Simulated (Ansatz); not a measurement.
Single points on the cluster ZnTe₂.

```yaml
crystal:
  periodic: [false, false, false]
  atoms:
    - {symbol: Zn, position_ang: [-1.264048, 0.222010, -0.329429]}
    - {symbol: Te, position_ang: [0.295242, -1.552535, 0.485259]}
    - {symbol: Te, position_ang: [0.968807, 1.330525, -0.155830]}
basis:
  gaussian: {orbitals: def2-TZVP, initial_orbitals: start.molden}
hamiltonian: {xc: {text: "exchange = 0.85*pbe_x + 0.15*exact_x\ncorrelation = pbe_c"}}
scf: {omitted_lower_state_checks: [starts]}
output: {orbitals: {seedname: orbitals}}
```

The file start.molden holds the orbitals of an earlier run on this structure, at another level or in another basis.

```sh
$ ansatz run in.yaml --threads 4 --pin off --events-out ev --progress --plain --max-ram 3916MiB
```

It prints (some lines left out):

```
Functional definition: unnamed
1319 factors; their error is unknown
mean field evaluation 1: about -63000.5849 eV, gradient 3.9e0 eV
mean field evaluation 2: about -63000.6059 eV, gradient 3.1e-2 eV
mean field evaluation 4: about -63000.7263 eV, gradient 3.1e-4 eV
mean field evaluation 8: about -63000.7263 eV, gradient 2.7e-5 eV
mean field -63000.72625486 eV, -2315.2339864403 hartree, gradient 2.7e-5 eV, S^2 0.000000; 0 other end points of the search recorded, 0 dependent functions left out
reference -63000.72628241 eV, -2315.2339874526 hartree; 39, 39 occupied and 109, 109 virtual orbitals, 1319 factors
Total energy: -63000.72628241 eV, -2315.2339874526 hartree
Checks for a lower state left out: starts
```

Hardware: 4 threads of Arm Neoverse V1 on a shared host. Wall time 2.3 s.

The first input with `gaussian: {orbitals: def2-SVP, initial_orbitals: start.molden}`, `hamiltonian: {xc: pbe0, dispersion: d4}` (abridged; 1.4 s):

```
Functional definition: PBE0
mean field -62993.73438976 eV, -2314.9770401368 hartree, gradient 2.8e-5 eV, S^2 0.000000
Total energy: -62993.84828300 eV, -2314.9812256364 hartree
Checks for a lower state left out: starts
```

As the first input, with `hamiltonian: {xc: {text: "exchange = 0.65*pbe_x + 0.35*exact_x\ncorrelation = pbe_c"}}` (abridged; 2.6 s):

```
Functional definition: unnamed
mean field -63001.87678196 eV, -2315.2762675310 hartree, gradient 1.5e-5 eV, S^2 0.000000
Total energy: -63001.87680313 eV, -2315.2762683092 hartree
Checks for a lower state left out: starts
```

The first input with `gaussian: {orbitals: def2-SVP, initial_orbitals: start.molden}`, `hamiltonian: {xc: pbe, dispersion: d4}` (abridged; 0.9 s):

```
Functional definition: PBE
mean field -62992.12353822 eV, -2314.9178424349 hartree, gradient 1.1e-5 eV, S^2 0.000000
Total energy: -62992.25781005 eV, -2314.9227768334 hartree
Checks for a lower state left out: starts
```

First input, but with `gaussian: {orbitals: def2-TZVPP, initial_orbitals: start.molden}`, `correlation: {method: ccsd_t, frozen_orbitals: {Te: 4, Zn: 9}}` and without the key `hamiltonian` (abridged; 27 s):

```
Functional definition: HF
mean field evaluation 16: about -62902.8623 eV, gradient 2.3e0 eV
mean field evaluation 32: about -62902.8928 eV, gradient 1.4e-3 eV
mean field -62908.37641844 eV, -2311.8401925486 hartree, gradient 1.3e-6 eV, S^2 0.000000; unrestricted orbitals would lower it
17 core orbitals not correlated: weight in the atoms' cores, before any rotation towards them, 1.000 or more for the frozen orbitals, at most 0.000 for the correlated occupied ones
second order -38.28968142 eV of doubles, -0.00000000 eV of singles
cycle   1  -34.41437028 eV  change     3.9e0 eV  update   1.6e-1
cycle   2  -35.49300197 eV  change    -1.1e0 eV  update   5.8e-2
cycle   3  -35.68674533 eV  change   -1.9e-1 eV  update   2.8e-2
cycle   4  -35.61080368 eV  change    7.6e-2 eV  update   1.0e-2
cycle   5  -35.59704032 eV  change    1.4e-2 eV  update   4.9e-3
cycle   6  -35.60651268 eV  change   -9.5e-3 eV  update   2.0e-3
cycle   7  -35.60752067 eV  change   -1.0e-3 eV  update   1.0e-3
cycle   8  -35.60601350 eV  change    1.5e-3 eV  update   5.2e-4
cycle   9  -35.60611452 eV  change   -1.0e-4 eV  update   3.0e-4
cycle  10  -35.60639661 eV  change   -2.8e-4 eV  update   1.3e-4
cycle  11  -35.60611545 eV  change    2.8e-4 eV  update   5.6e-5
cycle  12  -35.60622825 eV  change   -1.1e-4 eV  update   2.5e-5
cycle  13  -35.60623308 eV  change   -4.8e-6 eV  update   9.8e-6
perturbative correction -1.13135626 eV, -0.0415765758 hartree
Total energy: -62945.11400779 eV, -2313.1902740554 hartree
Checks for a lower state left out: starts
```

The first input with `correlation: {method: mp2, frozen_orbitals: {Te: 4, Zn: 9}}` and without the key `hamiltonian` (abridged; 2.7 s):

```
Functional definition: HF
mean field -62908.36784328 eV, -2311.8398774173 hartree, gradient 1.2e-6 eV, S^2 0.000000; unrestricted orbitals would lower it
mean field evaluation 16: about -62908.3766 eV, gradient 3.1e-1 eV
17 core orbitals not correlated: weight in the atoms' cores, before any rotation towards them, 1.000 or more for the frozen orbitals, at most 0.000 for the correlated occupied ones
second order -36.04676402 eV of doubles, -0.00000000 eV of singles
Total energy: -62944.41460730 eV, -2313.1645715618 hartree
Checks for a lower state left out: starts
```

As the first input, with `hamiltonian: {xc: pbe}`, `correlation: {method: rpa, frozen_orbitals: {Te: 4, Zn: 9}}` and without the key `output` (abridged; 4.6 s):

```
Functional definition: PBE
mean field -62999.98264200 eV, -2315.2066591715 hartree, gradient 3.4e-6 eV, S^2 0.000000
17 core orbitals not correlated: weight in the atoms' cores, before any rotation towards them, 1.000 or more for the frozen orbitals, at most 0.000 for the correlated occupied ones
Total energy: -62951.68851155 eV, -2313.4318826126 hartree
Checks for a lower state left out: starts
```

Geometry: B3LYP-D4/def2-TZVP.

In the def2 sets Te takes a core potential; there is no spin–orbit coupling. Correlated methods freeze 17 core orbitals; core or outer-core shells of Te are correlated, in sets that lack core-valence functions. At CCSD(T)/def2-TZVPP, MP2/def2-TZVP the restricted singlet (for correlated methods, its reference) is unstable: a solution with broken spin symmetry lies lower. The order of the spin states hangs on the level: the triplet lies 0.07 eV below the singlet at PBE0-D4/def2-TZVP, but 0.07 eV above it at MP2/def2-TZVP. The structure comes from a short search, and lower isomers may exist.
